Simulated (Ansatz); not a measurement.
Computed with Ansatz on PBE0-D4/def2-TZVP structures; ΔE is electronic, products minus reactants. CBS: MP2 limit from def2 TZ/QZ plus the TZ coupled-cluster correction, frozen cores. This one scheme is used for every species. DFT in def2-TZVPP. B3LYP here is the variant with VWN-RPA as its local correlation; programs differ in this. HSE06 is defined as in plane-wave codes. One conformer a species, not always the lowest.

Consider the formal exchange of groups at a B–Al bond: `[BH2][Al]([NH2])[NH2]` + `[CH3][AlH2]` → `B[CH2][AlH2]` + `[NH2][AlH][NH2]`.

```json
{"level": "LDA (SPW92)", "ΔE (kJ/mol)": "-89.8", "difference from CCSD(T)/CBS": "-13.5"}
{"level": "PBE-D4", "ΔE (kJ/mol)": "-78.1", "difference from CCSD(T)/CBS": "-1.8"}
{"level": "B97M-V", "ΔE (kJ/mol)": "-90.3", "difference from CCSD(T)/CBS": "-14.0"}
{"level": "B3LYP-D4", "ΔE (kJ/mol)": "-77.8", "difference from CCSD(T)/CBS": "-1.5"}
{"level": "r2SCAN0-D4", "ΔE (kJ/mol)": "-82.1", "difference from CCSD(T)/CBS": "-5.8"}
{"level": "HSE06-D4", "ΔE (kJ/mol)": "-78.0", "difference from CCSD(T)/CBS": "-1.7"}
{"level": "BHLYP-D4", "ΔE (kJ/mol)": "-77.1", "difference from CCSD(T)/CBS": "-0.8"}
{"level": "ωB97M-V", "ΔE (kJ/mol)": "-82.1", "difference from CCSD(T)/CBS": "-5.8"}
{"level": "PBE-QIDH", "ΔE (kJ/mol)": "-80.3", "difference from CCSD(T)/CBS": "-4.0"}
{"level": "RPA@PBE/def2-TZVPP", "ΔE (kJ/mol)": "-74.7", "difference from CCSD(T)/CBS": "1.6"}
{"level": "CCSD/def2-SVP", "ΔE (kJ/mol)": "-76.6", "difference from CCSD(T)/CBS": "-0.3"}
{"level": "HF/def2-TZVPP", "ΔE (kJ/mol)": "-69.3", "difference from CCSD(T)/CBS": "7.0"}
{"level": "MP2/def2-TZVPP", "ΔE (kJ/mol)": "-84.3", "difference from CCSD(T)/CBS": "-8.0"}
{"level": "SCS-MP2/def2-TZVPP", "ΔE (kJ/mol)": "-79.5", "difference from CCSD(T)/CBS": "-3.2"}
{"level": "CCSD/def2-TZVPP", "ΔE (kJ/mol)": "-73.6", "difference from CCSD(T)/CBS": "2.7"}
{"level": "HF/CBS(def2)", "ΔE (kJ/mol)": "-69.6", "difference from CCSD(T)/CBS": "6.7"}
{"level": "CCSD(T)/CBS", "ΔE (kJ/mol)": "-76.3", "difference from CCSD(T)/CBS": "0"}
```

Largest T1 diagnostic among the species: 0.012.

In def2-TZVPP, CCSD(T) changes the Hartree–Fock value by −6.7 kJ/mol (the triples alone add −2.4 kJ/mol) and MP2 by −15.0 kJ/mol. Leaving LDA and LC-ωPBE aside and taking each functional with its dispersion term where it has one, the values, not all of them listed here, spread over 14.6 kJ/mol, from B97M-V to ωB97X-V. LDA lies −12.4 kJ/mol from PBE without D4.
